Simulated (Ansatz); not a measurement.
```xyz
9

C     0.998    0.787    1.823
Zn   -0.462    0.150    0.712
Te   -2.353   -0.670   -0.713
B    -0.983   -0.954   -2.339
F     0.309   -0.670   -2.212
H     0.623    1.138    2.787
H     1.717   -0.016    2.001
H     1.515    1.612    1.330
H    -1.365   -1.376   -3.390
```

Charge 0, multiplicity 1. Te takes the def2 core potential.

Q: List the ωB97M-V/def2-TZVPP orbital energies in eV (Ansatz 0.2.0). (An estimate is asked.)

A: Computed: Occupied: -9465.66, -1156.88, -1017.32, -1017.31, -1017.24, -678.22, -280.99, -190.01, -174.40, -136.72, -123.21, -123.15, -123.09, -92.09, -92.07, -91.95, -46.20, -46.17, -46.10, -46.05, -46.05, -37.02, -21.77, -20.41, -18.34, -17.40, -17.37, -17.34, -17.34, -17.23, -16.25, -15.88, -14.24, -13.43, -13.42, -11.50, -10.31, -9.40, -8.80. Lowest empty: 0.73, 0.88, 1.02, 1.34, 2.41, 2.60, 3.19, 4.12.
